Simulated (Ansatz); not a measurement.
`BC[CH2][ZnH]` and `BCCCl` differ in one atom or group.

Ansatz, PBE0-D4/def2-TZVP geometries, multiplicity 1. Each molecule was computed in one conformer, which needn't be the lowest.

Scalar relativity is left out up to krypton.

```
                                          property  `BC[CH2][ZnH]`
  size of the dipole moment (B3LYP/def2-TZVPP) / D            1.09
size of the dipole moment (ωB97M-V/def2-TZVPP) / D            1.05
                LUMO energy (PBE0/def2-TZVPP) / eV           -1.34
               HOMO–LUMO gap (PBE/def2-TZVPP) / eV            3.65
                HOMO energy (PBE0/def2-TZVPP) / eV           -7.10
               LUMO energy (B3LYP/def2-TZVPP) / eV           -1.58
```

Problem. Give the same properties after the change, and the shifts. (An estimate is asked.)

Solution. Computed: 
| property | `BCCCl` | shift |
| --- | --- | --- |
| size of the dipole moment (B3LYP/def2-TZVPP) / D | 2.18 | 1.09 |
| size of the dipole moment (ωB97M-V/def2-TZVPP) / D | 2.19 | 1.14 |
| LUMO energy (PBE0/def2-TZVPP) / eV | -1.47 | -0.13 |
| HOMO–LUMO gap (PBE/def2-TZVPP) / eV | 4.42 | 0.77 |
| HOMO energy (PBE0/def2-TZVPP) / eV | -8.34 | -1.24 |
| LUMO energy (B3LYP/def2-TZVPP) / eV | -1.70 | -0.12 |

With PBE0 the HOMO falls by 1.24 eV and the LUMO falls by 0.13 eV, so the gap widens by about 1.11 eV. PBE moves the HOMO by -0.94 eV and ωB97M-V by -1.36 eV. Dipoles are sizes alone; their direction can turn.

B3LYP here is the variant with VWN-RPA as its local correlation; programs differ in this.
